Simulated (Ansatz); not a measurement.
Reactions of `[OH][W]([OH])([OH])([Cl])([Cl])[Cl]`.

Computed with Ansatz on PBE0-D4/def2-TZVP structures; ΔE is electronic, products minus reactants. CCSD(T)/CBS adds triple-zeta CCSD(T) − MP2 to the extrapolated MP2 energy (def2 sets, frozen cores). This one scheme is used for every species. Functionals use def2-TZVPP. B3LYP here is the variant with VWN-RPA as its local correlation; programs differ in this. Elements past krypton have def2 core potentials. For W outer-core shells are correlated without core-valence functions, which leaves a few kJ/mol of doubt a bond. Each species was taken in one conformer, which may not be the lowest.

```csv
reaction,CCSD(T)/CBS(def2) (eV)
`[OH][W]([OH])([OH])([Cl])([Cl])[Cl]` + H–F → `[OH][W]([OH])([F])([Cl])([Cl])[Cl]` + H₂O,-0.06
`[OH][W]([OH])([OH])([Cl])([Cl])[Cl]` + H–F → `[OH][W]([OH])([OH])([F])([Cl])[Cl]` + HCl,-0.13
`[OH][W]([OH])([OH])([Cl])([Cl])[Cl]` + H₂O → `[OH][W]([OH])([OH])([OH])([Cl])[Cl]` + HCl,0.01
`[OH][W]([OH])([OH])([Cl])([Cl])[Cl]` + HCl → `[OH][W]([OH])([Cl])([Cl])([Cl])[Cl]` + H₂O,?
```

(1) Fill in the missing values. (Estimate.)

Largest T1 diagnostic: 0.023, for `[OH][W]([OH])([Cl])([Cl])([Cl])[Cl]`.

Answers

(1) Computed: `[OH][W]([OH])([OH])([Cl])([Cl])[Cl]` + HCl → `[OH][W]([OH])([Cl])([Cl])([Cl])[Cl]` + H₂O: +0.01 eV.
